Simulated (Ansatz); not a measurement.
A run for Ansatz (a program for electronic structure): R-CCSD(T)/def2-QZVPP on F3La (SMILES [F][La]([F])[F]). Elements past Kr take the def2 small-core potentials; no spin–orbit coupling. The basis file is the Basis Set Exchange's JSON of that set.

Ansatz 0.2 input:
```yaml
crystal:
  periodic: [false, false, false]
  atoms:
    - {symbol: La, position_ang: [-0.00000154, 0.00000000, -0.00000000]}
    - {symbol: F, position_ang: [2.16896249, -0.00000000, 0.00000000]}
    - {symbol: F, position_ang: [-1.08448047, 1.87837961, 0.00000000]}
    - {symbol: F, position_ang: [-1.08448047, -1.87837961, 0.00000000]}
basis:
  gaussian:
    orbitals: def2-QZVPP.json
magnetization: {spin_polarized: false}
correlation: {method: ccsd_t, electrons: outside_noble_gas}
scf: {lower_state_search: off}
```

**Question.** Give the final energy of this run.

**Answer.** -330.8047 hartree (reference determinant -329.8748, T1 diagnostic 0.015).

**Question.** How many basis functions does it have, and what does it roughly cost on one machine?

**Answer.** 252 functions; around 50 core-seconds (rough).
